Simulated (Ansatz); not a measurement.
Two members of one family (Series ReO3X), computed with Ansatz in the gas phase; def2 core potentials for Re, no spin–orbit coupling. The two geometries come from different levels. Binding counts from free atoms in the multiplicity of their measured ground term, without zero-point energy. A dash marks a value that wasn't run or was left out as unsound. The structures are stationary points that may keep the symmetry of their start. Remarks come from the PBE and PBE0 runs and from stability tests at other levels; not every state was tested. HOMO above LUMO (over both spins in singlets and doublets, within one spin in higher multiplets; at PBE or PBE0), or a gap under 0.15 eV within one spin, warns that the state may not be the lowest or that an electron is smeared out.

First: ReO3Cl (singlet, charge 0, PBE-D4/def2-SVP geometry).

```xyz
5

Re   -0.026    0.010    0.089
O    -1.021   -1.298    0.579
O     1.351    0.060    1.111
O    -0.906    1.469    0.291
Cl    0.602   -0.240   -2.070
```

| level | HOMO (eV) | LUMO (eV) | gap (eV) | vertical IE (eV) | vertical triplet (eV) | binding per atom (eV) |
| --- | --- | --- | --- | --- | --- | --- |
| PBE-D4/def2-SVP | -8.42 | -4.20 | 4.22 | – | – | 5.02 |
| PBE-D4/def2-TZVP | -8.43 | -4.28 | 4.16 | 11.74 | 4.04 | 5.05 |
| r2SCAN-D4/def2-TZVP | -8.84 | -4.32 | 4.52 | 11.92 | 3.97 | 4.70 |
| PBE0-D4/def2-TZVP | -10.08 | -3.65 | 6.43 | 12.07 | 3.81 | 4.44 |
| CAM-B3LYP-D4/def2-TZVP | -11.53 | -2.62 | 8.91 | – | – | 4.40 |

Metal–donor distances: 3 × O 1.72 Å, 1 × Cl 2.26 Å. Remarks: gap within one spin near zero at PBE or PBE0 (+1 doublet), spin-contaminated (⟨S²⟩ up to 0.83) (+1 doublet), gap within one spin near zero at PBE or PBE0 (triplet).

Second: ReO3Br (singlet, charge 0, PBE0-D4/def2-SVP geometry).

```
atom   x (Å)   y (Å)   z (Å)
 Re1  -0.008  -0.124   0.050
  O2  -0.667  -0.065   1.608
  O3  -0.994  -1.083  -0.933
  O4   1.535  -0.812   0.127
 Br5   0.134   2.084  -0.852
```

Problem. What does the change do? Estimate second minus first.

Solution. 
```tsv
level	Δ HOMO (eV)	Δ LUMO (eV)	Δ gap (eV)	Δ vertical IE (eV)	Δ vertical triplet (eV)	Δ binding per atom (eV)
PBE-D4/def2-SVP	0.03	0.21	0.18	–	–	-0.11
PBE-D4/def2-TZVP	0.02	0.23	0.21	-0.28	0.18	-0.11
r2SCAN-D4/def2-TZVP	0.03	0.25	0.21	-0.21	0.23	-0.09
PBE0-D4/def2-TZVP	0.28	0.25	-0.03	-0.18	0.24	-0.08
CAM-B3LYP-D4/def2-TZVP	0.41	0.25	-0.17	–	–	-0.09
```

Metal–donor distances: 3 × O 1.69 Å, 1 × Br 2.39 Å. Remarks: gap within one spin near zero at PBE or PBE0 (+1 doublet), gap within one spin near zero at PBE or PBE0 (triplet).
